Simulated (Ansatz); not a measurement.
Correlation energies of H₆Si₂Te, SMILES `[SiH3][SiH2][TeH]` by basis set

Z-matrix (Å, degrees):
```
Si
Si 1 2.337
H 1 1.487 2 109.8
H 1 1.487 2 110.0 3 120.1
H 1 1.487 2 109.8 3 -119.8
Te 2 2.500 1 106.5 3 60.1
H 2 1.487 1 110.6 3 -59.9
H 2 1.487 1 110.7 3 -180.0
H 6 1.658 2 92.2 1 -179.9
```

Total charge 0; spin multiplicity 1. Correlated methods include outer-core shells of Te, which these sets cover unevenly. Te takes the def2 core potential. Geometry: relaxed with PBE0-D4/def2-TZVP. Frozen core, restricted reference, Ansatz.

```json
{"basis": "def2-SVP", "HF (Eh)": "-848.17324", "MP2 corr.": "-0.32699", "CCSD corr.": "-0.38390", "(T)": "-0.01055", "CCSD(T) total": "-848.56769"}
{"basis": "def2-TZVPP", "HF (Eh)": "-848.39171", "MP2 corr.": "-0.72447", "CCSD corr.": "-0.74871", "(T)": "-0.02146", "CCSD(T) total": "-849.16188"}
{"basis": "def2-QZVPP", "HF (Eh)": "-848.41149", "MP2 corr.": "-0.90346", "CCSD corr.": "–", "(T)": "–", "CCSD(T) total": "–"}
```
